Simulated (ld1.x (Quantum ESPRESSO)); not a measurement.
## Cutoff test, chromium, TM

```
Element                 : chromium
Generator               : ld1.x (Quantum ESPRESSO) 7.5
Type                    : norm-conserving Troullier–Martins (Kleinman–Bylander form)
Functional              : LDA (PZ)
Relativity              : scalar-relativistic
Frozen core             : [Ne] 3s2
Valence charge          : 12
Reference configuration : 3p6 3d5 4s1 4p0
Partial waves           : 4s (bound): rc 2.25 bohr; 3p (bound): rc 1.40 bohr; 3d (bound): rc 1.30 bohr
Local potential         : all-electron potential smoothed inside 2.05 bohr (lloc = -1)
Core correction         : none
```

The pseudo-atom Hamiltonian at the reference potential is diagonalised in spherical Bessel functions j_l(qr) that vanish at 20 bohr, with q² up to the cutoff. All-electron valence levels (Ry): 4s -0.3086, 3p -3.3330, 4p -0.0795, 3d -0.2301.

Question: How do the lowest levels (Ry) of each channel move with the cutoff, and are there ghosts?

Answer:

```
cutoff (Ry)     s #1    s #2     p #1     p #2     d #1    f #1  Σ f·Δε (mRy)
          8  -0.3074  0.0080  -1.3308  -0.0214   0.0519  0.1079       13424.6
         18  -0.3085  0.0076  -2.6636  -0.0593   0.0512  0.1079        5423.5
         40  -0.3086  0.0076  -3.3121  -0.0743   0.0475  0.1079        1513.7
         60  -0.3086  0.0076  -3.3325  -0.0747  -0.0417  0.1079         945.1
        110  -0.3086  0.0076  -3.3330  -0.0747  -0.2277  0.1079          12.1
        180  -0.3086  0.0076  -3.3331  -0.0747  -0.2300  0.1079           0.5
        400  -0.3086  0.0076  -3.3331  -0.0747  -0.2301  0.1079           0.0
```

Result: no extra level below or beside the all-electron valence levels (s, p, d, f tested); 10 mRy is reached at 120 Ry and 1 mRy at 140 Ry.
